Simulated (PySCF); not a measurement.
Working with the constants of BI⁺

UHF-CCSD(T) constants of BI⁺, ²Σ⁺ (doublet), unpaired electrons σ ↑ (basis B x2c-SVPall, I x2c-SVPall; spin-free X2C with a Gaussian nucleus; PySCF 2.14; masses 11.0093 and 126.9045 u):

```
ωe              : 801.4 cm⁻¹
ωexe            : 4.8 cm⁻¹
Be              : 0.428 cm⁻¹
αe              : 0.00302 cm⁻¹
D (centrifugal) : 4.88e-07 cm⁻¹
De to B⁺ + I    : 2.66 eV
```

**Question.** Give the vibrational terms G(v) and spacings up to v = 6.

**Answer.** G(v) = ωe(v+½) − ωexe(v+½)².

```json
{"v": "0", "G(v) (cm⁻¹)": "400", "G(v) − G(v−1)": "", "Bv (cm⁻¹)": "0.4265"}
{"v": "1", "G(v) (cm⁻¹)": "1191", "G(v) − G(v−1)": "792", "Bv (cm⁻¹)": "0.4235"}
{"v": "2", "G(v) (cm⁻¹)": "1974", "G(v) − G(v−1)": "782", "Bv (cm⁻¹)": "0.4204"}
{"v": "3", "G(v) (cm⁻¹)": "2746", "G(v) − G(v−1)": "773", "Bv (cm⁻¹)": "0.4174"}
{"v": "4", "G(v) (cm⁻¹)": "3509", "G(v) − G(v−1)": "763", "Bv (cm⁻¹)": "0.4144"}
{"v": "5", "G(v) (cm⁻¹)": "4262", "G(v) − G(v−1)": "753", "Bv (cm⁻¹)": "0.4114"}
{"v": "6", "G(v) (cm⁻¹)": "5006", "G(v) − G(v−1)": "744", "Bv (cm⁻¹)": "0.4084"}
```

**Question.** How well does the Morse estimate ωe²/(4ωexe) reproduce De, and what is D0?

**Answer.** It gives 4.15 eV, 156 % of the computed De. D0 = De − G(0) = 2.66 − 0.05 = 2.61 eV.

Correlated steps freeze 19 core orbitals. Correlated levels converge slowly with the basis: in double zeta they bind strong bonds too weakly, by up to about 1 eV, and carry superposition errors of some tenths. These are scalar-relativistic numbers at best; spin–orbit coupling would shift them, the dissociation energy most. For an ion De counts to the pair picked by the measured ionisation energies or electron affinities, which need not be the lowest pair at this level. The state was picked by a PBE0 search and need not be the measured ground state.
